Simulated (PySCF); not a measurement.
C3H4BF3, SMILES C/C(=C/F)B(F)F. The structure is a stationary point at ωB97X-D3(BJ)/def2-SVP. The structure was generated by enumeration; whether it is a known compound was not checked. One conformer was computed; it need not be the lowest.

Q: Give the equilibrium geometry at ωB97X-D3(BJ)/def2-SVP (PySCF confirms it by a frequency run) as bond lengths and angles. (Estimate from the structure and the level; the computed values follow.)

A: This is not unique; one that fits is 
Atoms: C1 C2 C3 F4 B5 F6 F7 H8 H9 H10 H11. Bonds (Å): C1–C2 1.512, C1–H8 1.102, C1–H9 1.101, C1–H10 1.102, C2–C3 1.338, C2–B5 1.557, C3–F4 1.330, C3–H11 1.098, B5–F6 1.330, B5–F7 1.323. Angles (°): C2–C1–H8 110.9, C2–C1–H9 111.9, C2–C1–H10 110.9, H8–C1–H9 108.0, H8–C1–H10 106.8, H9–C1–H10 108.0, C1–C2–C3 119.8, C1–C2–B5 118.9, C3–C2–B5 121.3, C2–C3–F4 123.6, C2–C3–H11 124.7, F4–C3–H11 111.7, C2–B5–F6 119.3, C2–B5–F7 124.1, F6–B5–F7 116.6.
Charge 0, spin multiplicity 1.
